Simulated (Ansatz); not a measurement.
The lowest doublet and quartet of CCl (SMILES [C]Cl); geometries from B3LYP-D3(BJ)/def2-TZVP, each state relaxed from the structure named, with no frequency check.
Doublet (charge 0, multiplicity 2):
```xyz
2

C      0.0000     0.0000    -1.2243
Cl     0.0000     0.0000     0.4321
```

A positive gap puts the quartet lower; no zero-point energy. U- takes an unrestricted doublet. The quartet is unrestricted in single-reference levels. Active spaces average the two states.

Correlated levels freeze the cores.

Run with Ansatz (Gaussian orbitals). Each number belongs to the level named beside it.

One of these levels gives -40.52 kcal/mol for the gap E(doublet) − E(quartet), vertical, at the doublet's geometry. Name it.
A) SA-CASSCF(3,4)/cc-pV(D+d)Z
B) U-MP2/cc-pV(T+d)Z
C) U-SVWN5/def2-TZVPP

A, SA-CASSCF(3,4)/cc-pV(D+d)Z. The others give -56.09 (U-SVWN5/def2-TZVPP), -49.43 (U-MP2/cc-pV(T+d)Z)

Ansatz is a first-principles code.
